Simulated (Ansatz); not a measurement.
Born–Oppenheimer molecular dynamics of BCl3F2H2 (8 atoms, charge 0, multiplicity 1). It starts from a rough guess of a transition structure, not a stationary point.

Level of theory: UKS BHLYP/STO-3G (Ansatz).

- ensemble: NVE (velocity Verlet)
- time step: 0.5 fs
- steps asked: 150
- starting velocities drawn for: 300 K
- seed: 366640

First frame:

```xyz
8
Properties=species:S:1:pos:R:3
B -0.513 -1.056 0.164
Cl 1.601 -0.574 0.313
Cl -0.737 -2.074 -1.203
Cl -1.104 -1.390 1.746
H -0.326 1.438 -0.361
F -1.042 0.483 -0.260
H 1.418 1.127 -0.059
F 0.704 2.047 -0.340
```

Task: How far do the bonds stretch over the last three quarters of this one trajectory? (Pairs bonded in most of those frames.)

Result: 
| bond | mean (Å) | spread (Å) | shortest | longest |
| --- | --- | --- | --- | --- |
| B1–Cl2 | 1.956 | 0.068 | 1.81 | 2.02 |
| B1–Cl3 | 1.844 | 0.052 | 1.75 | 1.95 |
| B1–Cl4 | 1.838 | 0.040 | 1.77 | 1.92 |
| B1–F6 | 1.506 | 0.114 | 1.31 | 1.68 |
| H7–F8 | 1.027 | 0.059 | 0.89 | 1.13 |

Mean temperature of the second half: 1154 K. The conserved energy stayed within 1.8 meV per atom of its start (net change 0.061 meV per atom), so the integration is sound. The system heated up, since it started high on the potential surface and ran downhill. A run of 0.075 ps of so small a system gives no equilibrium averages. The orbitals stay closed-shell, which can raise the energy where a bond breaks towards radicals; this wasn't checked here. Limits of this set-up: minimal basis.

Time of the run: 8 min on 1 thread of Arm Neoverse V2, on a shared host, peak memory 0.17 GiB.
